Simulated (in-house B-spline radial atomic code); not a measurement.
**Ionising Co III (Co2+) with different functionals**

Computed with a B-spline radial code for spherical atoms: scalar-relativistic (spin-free X2C) Hamiltonian, Fermi nucleus of rms radius 3.7875 fm, spin-polarised at highest spin, spherical fractional occupations for the functionals, and exact exchange of hybrids averaged over the configuration. The ionisation energy is the difference of two self-consistent energies, [Ar] 3d7 → [Ar] 3d6, without Breit or QED terms; ε is the level of the shell that loses the electron (its least bound occupied spin orbital).

| method | rung | ΔSCF (eV) | -ε(3d) (eV) |
| --- | --- | --- | --- |
| PBE0 | global hybrid | 33.14 | 27.62 |
| B3LYP | global hybrid | 33.50 | 27.40 |
| TPSSh | global hybrid | 33.17 | 25.97 |
| BHandHLYP | global hybrid | 32.73 | 30.01 |
| r2SCAN0 | global hybrid | 32.63 | 27.22 |
| B97-1 | global hybrid | 33.28 | 27.27 |
| HSE06 | range-separated hybrid | 33.15 | 27.21 |
| wB97X | range-separated hybrid | 33.14 | 30.18 |
| CAM-B3LYP | range-separated hybrid | 33.47 | 29.37 |
| LC-wPBE | range-separated hybrid | 33.53 | 30.51 |

**Question.** Among the functionals, which spreads more, the ΔSCF values or the orbital energies?

**Answer.** The orbital energies: ΔSCF values span about 0.90 eV and the orbital energies 4.54 eV; here energy differences depend much less on the functional than eigenvalues do.

**Question.** How do they compare with the NIST value?

**Answer.** NIST lists 33.50 eV ± 0.06 (semi-empirical, ground level to ground level). Errors run from -0.87 to +0.03 eV; B3LYP is closest (-0.00 eV), though others lie within the uncertainty of it, and part of that can be cancellation, since the calculations leave out spin-orbit coupling, Breit-QED terms, multiplet and fine-structure energies.
